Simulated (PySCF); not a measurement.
TcS₂⁺, triplet: molecular constants

Method: PySCF, UPBE, basis Tc def2-TZVP with ECP28, S def2-TZVP (scalar-relativistic core potentials, no spin–orbit coupling, density fitting).

The structure is a minimum.

```xyz
3
charge 1 multiplicity 3, angstrom
Tc    0.0000   -0.4591    0.0000
S     0.0000    0.7113    1.6928
S     0.0000    0.7113   -1.6928
```

- Point group: C2v
- Bond lengths: Tc–S 2.058 Å (×2)
- Bond angles: S–Tc–S 110.7°
- Principal polarisabilities: 43.0, 48.7, 106.8 bohr³
- Dipole moment about the centre of mass: 1.68 D
- Rotational constants: 0.3169, 0.092, 0.0713 cm⁻¹
- Heat capacity Cp at 298.15 K: 50.2 J/(mol K)
- Entropy at 298.15 K and 1 bar (electronic part: spin only): 298.3 J/(mol K)
- Enthalpy at 298.15 K above 0 K: 12.33 kJ/mol
- Highest occupied level (α): -11.70 eV
- Zero-point energy: 8.0 kJ/mol
- Spin squared ⟨S²⟩: 2.026
- Rotational symmetry number: 2
- Principal quadrupole moments (Buckingham, traceless) about the centre of mass: -6.90, 1.49, 5.41 D Å
- Lowest empty level (α): -10.80 eV

Harmonic modes (masses in u: Tc 98.907, S 31.972):
```csv
symmetry,ω (cm⁻¹),IR (km/mol)
a1,202,0.4
a1,562,0.8
b2,568,33.3
```

In C2v the vibrations span 2a1 + b2. Here b1 is antisymmetric to the molecular plane and b2 lies in it.

Charges (e):
```
atom  Mulliken  Löwdin  polar tensor  spin (Mulliken)  Mayer order to Tc1
 Tc1      0.95    0.10          1.08             1.95                   –
S2,3      0.02    0.45         -0.04             0.02                2.25
```
Other Mayer orders above 0.3: S–S 0.51.

Mulliken populations on Tc1 (electrons outside its core potential): s 2.37, p 6.18, d 5.49, f 0.01.

Outer orbital energies (eV). α occupied: -15.33, -15.22, -14.63, -14.47, -14.27, -12.45, -12.42, -11.70; empty: -10.80, -10.57, -9.25, -7.23. β occupied: -23.32, -23.03, -14.99, -14.88, -14.10, -14.09, -13.51, -12.45; empty: -10.66, -10.50, -10.21, -10.01.

Formally Tc is in oxidation state +5, d2, with 2 unpaired electrons (the high-spin count). The Mulliken spin on Tc is 1.95. The polar-tensor charge on Tc, 1.08, is far below the formal one.

This need not be the most stable arrangement of these atoms. Other spin states or occupations of the open shell can lie lower.

The final relaxation and frequency run took 47 s on 4 threads of a shared Intel Xeon Platinum 8259CL @ 2.50GHz (Skylake/Cascade Lake) host, with 114 basis functions and 10 gradients; the process peaked at 0.91 GiB. Launch command: `OMP_NUM_THREADS=4 python axn.py task.json out`.
